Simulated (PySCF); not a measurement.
CH3ClSZn, SMILES C[S][Zn][Cl]. Heavy atoms are numbered as in [Zn:1]([Cl:2])[S:3][CH3:4]. Hydrogens are named by the atom that carries them.

Geometry: PBE0-D3(BJ)/def2-SVP. The structure was generated by enumeration; whether it is a known compound was not checked. One conformer was computed; it need not be the lowest.

Method: PySCF with PBE/pcSseg-1.

GIAO shieldings, no solvent; atoms alike by connectivity are averaged. δ = σ(ref) − σ: ³⁵Cl against HCl (σ = 936.5 ppm); ³³S against H2S (σ = 706.5 ppm); ¹³C against TMS (σ = 182.0 ppm); ¹H against TMS (σ = 31.49 ppm), references at their B3LYP-D3(BJ)/def2-TZVP geometries, non-relativistic (without spin–orbit terms, shifts of atoms bonded to Cl or Br come out too high).

```csv
atoms,nucleus,count,δ (ppm)
Cl2,³⁵Cl,1,…
S3,³³S,1,63.3
C4 (CH3),¹³C,1,13.7
H on C4,¹H,3,…
```

Problem. Fill in the missing entries. (The exact figures need the calculation; the answer reports its results.)

Solution. 
- Cl2, δ (ppm): -24.3
- H on C4, δ (ppm): 2.40
